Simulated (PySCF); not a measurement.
A GIAO shielding run with PySCF 2.14 (density fitting, non-relativistic, gas phase) on SMILES C=NN[Si@@H](C)OCC, C4H12N2OSi:

```
$ OMP_NUM_THREADS=1 python probes_run.py task.json out

{"job": {"kind": "nmr", "xc": "PBE0", "basis": "pcSseg-1"}, "charge": 0, "multiplicity": 1}
C      3.571897     1.677099    -0.403479
N      2.831324     0.654796    -0.449546
N      1.505047     0.782984    -0.465386
Si     0.451924    -0.576215    -0.669021
C      0.847624    -1.914326     0.617034
O     -0.962845     0.185635    -0.430342
C     -2.250337    -0.362802    -0.391964
C     -3.199413     0.613876     0.286670
H      3.191688     2.702353    -0.385877
H      4.635635     1.526038    -0.377327
H      1.138171     1.736389    -0.464737
H      0.527507    -1.128747    -2.029106
H      1.903741    -2.160908     0.595537
H      0.293346    -2.831848     0.437720
H      0.611578    -1.575975     1.623623
H     -2.582032    -0.565245    -1.417844
H     -2.236483    -1.314678     0.151174
H     -2.863198     0.808872     1.301564
H     -4.203279     0.199375     0.316776
H     -3.217041     1.554006    -0.258200
```

Hardware: 1 thread of an Arm Neoverse V2, shared host. The job also computes population analyses, field gradients.

Problem. How large is the calculation?

Solution. 72 electrons, 203 basis functions and 1066 auxiliary functions.

Problem. How long does it take, and how much memory does it need?

Solution. 32 s of wall time, with 14 SCF cycles and 5 response iterations; peak memory 0.97 GiB. Times on a shared host scatter by some tens of per cent.
